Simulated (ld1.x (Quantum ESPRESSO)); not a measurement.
# How hard is this Cs PAW potential?

ld1.x (Quantum ESPRESSO) 7.5 input, shortened:

```
&input
   title='Cs', zed=55., rel=1, dft='PZ', iswitch=3,
   config='[Xe] 5d0 6s0.5 6p0'
 /
 &inputp
   pseudotype=3, lpaw=.true., tm=.true., lloc=-1, rcloc=4.72,
   nlcc=.true., new_core_ps=.true.,
   which_augfun='BESSEL', rmatch_augfun=2.72
 /
6
5S  1  0   2.00   0.00  2.92  3.52  0.0
6S  2  0   0.50   0.00  2.92  3.52  0.0
5P  2  1   6.00   0.00  3.72  4.52  0.0
6P  3  1   0.00   0.00  3.72  4.52  0.0
5D  3  2   0.00   0.00  3.72  5.04  0.0
5D  3  2   0.00   1.15  3.72  5.04  0.0
 &test
   configts(1)='5s2 5p6 5d0 6s0.5 6p0'
 /
```

The pseudo-atom Hamiltonian at the reference potential is diagonalised in spherical Bessel functions j_l(qr) that vanish at 20 bohr, with q² up to the cutoff. All-electron valence levels (Ry): 5s -2.1594, 6s -0.2947, 5p -1.1811, 6p -0.1623, 5d -0.1755.

Problem. How do the lowest levels (Ry) of each channel move with the cutoff, and are there ghosts?

Solution.

| cutoff (Ry) | s #1 | s #2 | p #1 | p #2 | d #1 | f #1 | f #2 | Σ f·Δε (mRy) |
| --- | --- | --- | --- | --- | --- | --- | --- | --- |
| 8 | -2.1593 | -0.2944 | -1.1810 | -0.1616 | -0.1755 | 0.0087 | 0.1149 | 0.3 |
| 10 | -2.1594 | -0.2945 | -1.1811 | -0.1621 | -0.1756 | 0.0087 | 0.1149 | 0.2 |
| 12 | -2.1594 | -0.2946 | -1.1811 | -0.1621 | -0.1756 | 0.0087 | 0.1149 | 0.1 |
| 400 | -2.1594 | -0.2947 | -1.1811 | -0.1622 | -0.1756 | 0.0087 | 0.1149 | 0.0 |

Result: no extra level below or beside the all-electron valence levels (s, p, d, f tested); 10 mRy is reached at 6 Ry and 1 mRy at 8 Ry.

Test run stopped at test 1 of 9 (negative rho).
